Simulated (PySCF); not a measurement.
## Structure from 2D NMR

Compound of formula C8H13NSi. Correlations simulated from computed shifts and the bond graph:

HSQC (one-bond C–H):
```csv
δH,δC
9.05,155.0
7.82,139.6
7.64,134.2
7.31,127.5
0.31,-1.4
```

COSY cross peaks (H two or three bonds apart, from the bond graph; peaks can be absent where the dihedral angle is near 90°):
```csv
δH,δH
9.05,7.31
7.82,7.64
7.82,7.31
```

HMBC (two and three bonds, from the bond graph):
```csv
δH,δC
9.05,"174.7, 139.6, 127.5"
7.82,"174.7, 155.0, 134.2, 127.5"
7.64,"174.7, 139.6, 127.5"
7.31,"155.0, 139.6, 134.2"
0.31,"174.7, -1.4"
```

Carbons without hydrogens: δ 174.7.

[PySCF 2.14.0 with density-fitted response routines: GFN2-xTB structure; σ from GIAO-PBE0/pcSseg-1; one conformer; rapidly exchanging positions averaged; no relativistic terms; gas phase]

References, each an isolated molecule treated in the same way: TMS for $^{1}$H, $^{13}$C.

Exchangeable hydrogens are left out of these lists.

Task: Assemble the structure.

Result: SMILES C[Si](C)(C)c1ccccn1.

Mapped SMILES: `[CH3:1][Si:2]([CH3:3])([CH3:4])[c:5]1[cH:6][cH:7][cH:8][cH:9][n:10]1`; H(Xn) means a hydrogen on atom n.

- δC 174.7 is C5, a substituted aromatic carbon next to a ring nitrogen.
- δC 155.0 is C9, an aromatic CH next to a ring nitrogen (δH 9.05).
- δC 139.6 is C7, an aromatic CH (δH 7.82).
- δC 134.2 is C6, an aromatic CH (δH 7.64).
- δC 127.5 is C8, an aromatic CH (δH 7.31).
- δC -1.4 is C1/C3/C4, a methyl carbon bonded to Si (δH 0.31).
- HMBC from δH 9.05 reaches the proton-free carbon C5.
- HMBC from δH 7.82 reaches the proton-free carbon C5.
- HMBC from δH 7.64 reaches the proton-free carbon C5.
- HMBC from δH 0.31 reaches the proton-free carbon C5.
- COSY links 9.05–7.31, 7.82–7.64, 7.82–7.31.

The data come from this structure; uniqueness wasn't tested.

Shifts are as computed. Against solution values, carbons near 30 ppm lie about +3 ppm off and those near 130 ppm about +5 ppm. Of 1211 compounds with measured shifts, 218 miss one by over three times the rms of a fit or turn the order of signals round; such compounds aren't used in these exercises.
